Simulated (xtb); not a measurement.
xtb input (GFN2-xTB):

```bash
xtb mol.xyz --gfn 2 --sp --chrg -1 --uhf 0
```
mol.xyz:
```
4

Sn    -0.00363434    -0.01081654     0.87291239
Br    -1.82041277    -1.46317825    -0.44145353
Br    -0.35897586     2.31729584    -0.38852382
Br     2.18458054    -0.83866540    -0.41704035
```

Output:

```
           -------------------------------------------------
          |                Calculation Setup                |
           -------------------------------------------------

           -------------------------------------------------
          |                 G F N 2 - x T B                 |
           -------------------------------------------------

        Reference                      10.1021/acs.jctc.8b01176
      * Hamiltonian:
        H0-scaling (s, p, d)           1.850000    2.230000    2.230000
        zeta-weighting                 0.500000
      * Dispersion:
        s8                             2.700000
        a1                             0.520000
        a2                             5.000000
        s9                             5.000000
      * Repulsion:
        kExp                           1.500000    1.000000
        rExp                           1.000000
      * Coulomb:
        alpha                          2.000000
        third order                    shell-resolved
        anisotropic                    true
        a3                             3.000000
        a5                             4.000000
        cn-shift                       1.200000
        cn-exp                         4.000000
        max-rad                        5.000000

          ...................................................
          :                      SETUP                      :
          :.................................................:
          :  # basis functions                  40          :
          :  # atomic orbitals                  36          :
          :  # shells                           12          :
          :  # electrons                        26          :
          :  max. iterations                   250          :
          :  Hamiltonian                  GFN2-xTB          :
          :  restarted?                      false          :
          :  GBSA solvation                  false          :
          :  PC potential                    false          :
          :  electronic temp.          300.0000000     K    :
          :  accuracy                    1.0000000          :
          :  -> integral cutoff          0.2500000E+02      :
          :  -> integral neglect         0.1000000E-07      :
          :  -> SCF convergence          0.1000000E-05 Eh   :
          :  -> wf. convergence          0.1000000E-03 e    :
          :  Broyden damping             0.4000000          :
          :  net charge                         -1          :
          :  unpaired electrons                  0          :
          ...................................................

 iter      E             dE          RMSdq      gap      omega  full diag
   1    -13.8279255 -0.138279E+02  0.162E+01    3.38       0.0  T
   2    -13.4580296  0.369896E+00  0.255E+01    8.87       1.0  T
   3    -14.5549334 -0.109690E+01  0.955E+00    6.98       1.0  T
   4    -14.8431136 -0.288180E+00  0.378E+00    5.69       1.0  T
   5    -14.7097730  0.133341E+00  0.684E+00    6.51       1.0  T
   6    -14.8630620 -0.153289E+00  0.137E+00    5.30       1.0  T
   7    -14.8511478  0.119142E-01  0.198E+00    5.21       1.0  T
   8    -14.8683193 -0.171715E-01  0.447E-01    5.49       1.0  T
   9    -14.8688368 -0.517520E-03  0.140E-01    5.53       1.0  T
  10    -14.8688600 -0.231440E-04  0.885E-02    5.54       1.0  T
  11    -14.8688639 -0.390261E-05  0.307E-02    5.53       1.6  T
  12    -14.8688636  0.331127E-06  0.126E-02    5.53       4.0  T
  13    -14.8688639 -0.353778E-06  0.211E-03    5.53      23.7  T
  14    -14.8688639 -0.659973E-08  0.182E-03    5.53      27.4  T
  15    -14.8688639 -0.634740E-08  0.795E-04    5.53      62.9  T
  16    -14.8688639 -0.117893E-08  0.452E-05    5.53    1105.4  T

   *** convergence criteria satisfied after 16 iterations ***

         #    Occupation            Energy/Eh            Energy/eV
      -------------------------------------------------------------
         1        2.0000           -0.6932836             -18.8652
       ...           ...                  ...                  ...
         7        2.0000           -0.2668971              -7.2626
         8        2.0000           -0.2589605              -7.0467
         9        2.0000           -0.2589605              -7.0467
        10        2.0000           -0.2502613              -6.8100
        11        2.0000           -0.2502613              -6.8100
        12        2.0000           -0.2496957              -6.7946
        13        2.0000           -0.2490185              -6.7761 (HOMO)
        14                         -0.0457639              -1.2453 (LUMO)
        15                         -0.0457639              -1.2453
        16                         -0.0170403              -0.4637
        17                          0.0928007               2.5252
        18                          0.1062428               2.8910
       ...                                ...                  ...
        36                          0.9175329              24.9673
      -------------------------------------------------------------
                  HL-Gap            0.2032546 Eh            5.5308 eV
             Fermi-level           -0.1473912 Eh           -4.0107 eV

 SCC (total)                   0 d,  0 h,  0 min,  0.006 sec
 SCC setup                      ...        0 min,  0.000 sec (  1.418%)
 Dispersion                     ...        0 min,  0.000 sec (  0.578%)
 classical contributions        ...        0 min,  0.000 sec (  0.262%)
 integral evaluation            ...        0 min,  0.001 sec ( 16.878%)
 iterations                     ...        0 min,  0.003 sec ( 57.408%)
 molecular gradient             ...        0 min,  0.001 sec ( 22.451%)
 printout                       ...        0 min,  0.000 sec (  0.864%)

         :::::::::::::::::::::::::::::::::::::::::::::::::::::
         ::                     SUMMARY                     ::
         :::::::::::::::::::::::::::::::::::::::::::::::::::::
         :: total energy             -14.867257668883 Eh    ::
         :: gradient norm              0.011723711519 Eh/a0 ::
         :: HOMO-LUMO gap              5.530839400177 eV    ::
         ::.................................................::
         :: SCC energy               -14.868861779412 Eh    ::
         :: -> isotropic ES            0.108975748888 Eh    ::
         :: -> anisotropic ES         -0.004280355197 Eh    ::
         :: -> anisotropic XC         -0.017073029423 Eh    ::
         :: -> dispersion             -0.005399451944 Eh    ::
         :: repulsion energy           0.001604110529 Eh    ::
         :: add. restraining           0.000000000000 Eh    ::
         :: total charge              -1.000000000000 e     ::
         :::::::::::::::::::::::::::::::::::::::::::::::::::::

           -------------------------------------------------
          |                Property Printout                |
           -------------------------------------------------

    * Orbital Energies and Occupations

         #    Occupation            Energy/Eh            Energy/eV
      -------------------------------------------------------------
         1        2.0000           -0.6932836             -18.8652
         2        2.0000           -0.6783211             -18.4581
         3        2.0000           -0.6783211             -18.4581
         4        2.0000           -0.6462687             -17.5859
         5        2.0000           -0.2811700              -7.6510
         6        2.0000           -0.2811700              -7.6510
         7        2.0000           -0.2668971              -7.2626
         8        2.0000           -0.2589605              -7.0467
Note: The following floating-point exceptions are signalling: IEEE_UNDERFLOW_FLAG IEEE_DENORMAL
normal termination of xtb
         9        2.0000           -0.2589605              -7.0467
        10        2.0000           -0.2502613              -6.8100
        11        2.0000           -0.2502613              -6.8100
        12        2.0000           -0.2496957              -6.7946
        13        2.0000           -0.2490185              -6.7761 (HOMO)
        14                         -0.0457639              -1.2453 (LUMO)
        15                         -0.0457639              -1.2453
        16                         -0.0170403              -0.4637
        17                          0.0928007               2.5252
        18                          0.1062428               2.8910
        19                          0.1062428               2.8910
        20                          0.2017962               5.4912
        21                          0.2017962               5.4912
        22                          0.2075767               5.6484
        23                          0.2130269               5.7968
        24                          0.2130269               5.7968
       ...                                ...                  ...
        36                          0.9175329              24.9673
      -------------------------------------------------------------
                  HL-Gap            0.2032546 Eh            5.5308 eV
             Fermi-level           -0.1473912 Eh           -4.0107 eV

     #   Z          covCN         q      C6AA      α(0)
     1  50 Sn       2.422     0.425   388.698    39.790
     2  35 Br       0.808    -0.475   198.296    22.704
     3  35 Br       0.808    -0.475   198.296    22.704
     4  35 Br       0.808    -0.475   198.296    22.704

 Mol. C6AA /au·bohr⁶  :       3809.374031
 Mol. C8AA /au·bohr⁸  :     307370.717451
 Mol. α(0) /au        :        107.900675

Wiberg/Mayer (AO) data.
largest (>0.10) Wiberg bond orders for each atom

 ---------------------------------------------------------------------------
     #   Z sym  total        # sym  WBO       # sym  WBO       # sym  WBO
 ---------------------------------------------------------------------------
     1  50 Sn   2.664 --     3 Br   0.888     4 Br   0.888     2 Br   0.888
     2  35 Br   0.921 --     1 Sn   0.888
     3  35 Br   0.921 --     1 Sn   0.888
     4  35 Br   0.921 --     1 Sn   0.888
 ---------------------------------------------------------------------------

Topologies differ in total number of bonds
Writing topology from bond orders to xtbtopo.mol

molecular dipole:
                 x           y           z       tot (Debye)
 q only:       -0.008      -0.023       1.820
   full:       -0.013      -0.038       3.085       7.841
molecular quadrupole (traceless):
                xx          xy          yy          xz          yz          zz
 q only:       -7.104       0.001      -7.101      -0.089      -0.264      14.206
  q+dip:      -12.731       0.002     -12.726      -0.159      -0.473      25.456
   full:      -12.903       0.002     -12.898      -0.161      -0.480      25.801

           -------------------------------------------------
          | TOTAL ENERGY              -14.867257668883 Eh   |
          | GRADIENT NORM               0.011723711519 Eh/α |
          | HOMO-LUMO GAP               5.530839400177 eV   |
           -------------------------------------------------

------------------------------------------------------------------------
------------------------------------------------------------------------
 total:
 SCF:
```
